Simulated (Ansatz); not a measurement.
Ansatz (a program for electronic structure) input:
A basis named .json is the Basis Set Exchange file of that set.

Ansatz 0.2 input:
```yaml
crystal:
  periodic: [false, false, false]
  atoms:
    - {symbol: Si, position_ang: [-0.08942186, 0.09722192, -0.58423254]}
    - {symbol: Cl, position_ang: [0.15269672, 0.93373634, 1.33303770]}
    - {symbol: N, position_ang: [1.28922929, -0.90813076, -0.77726011]}
    - {symbol: N, position_ang: [-1.44447798, -0.91848380, -0.81010495]}
    - {symbol: H, position_ang: [1.40126330, -1.43766907, -1.62893994]}
    - {symbol: H, position_ang: [2.17594243, -0.62829898, -0.38718828]}
    - {symbol: H, position_ang: [-1.46825709, -1.84715507, -0.41188748]}
    - {symbol: H, position_ang: [-2.36614591, -0.53519966, -0.94281442]}
basis:
  gaussian:
    orbitals: cc-pV_T+d_Z.json
magnetization: {spin_polarized: true, initial_magnetization: 1}
correlation: {method: ccsd_t, electrons: outside_noble_gas}
```

Question: Predict the final energy.

Answer: -860.61329 Eh (CCSD(T)/cc-pV(T+d)Z). The basis has 194 functions.

It need not be the lowest isomer of its formula.
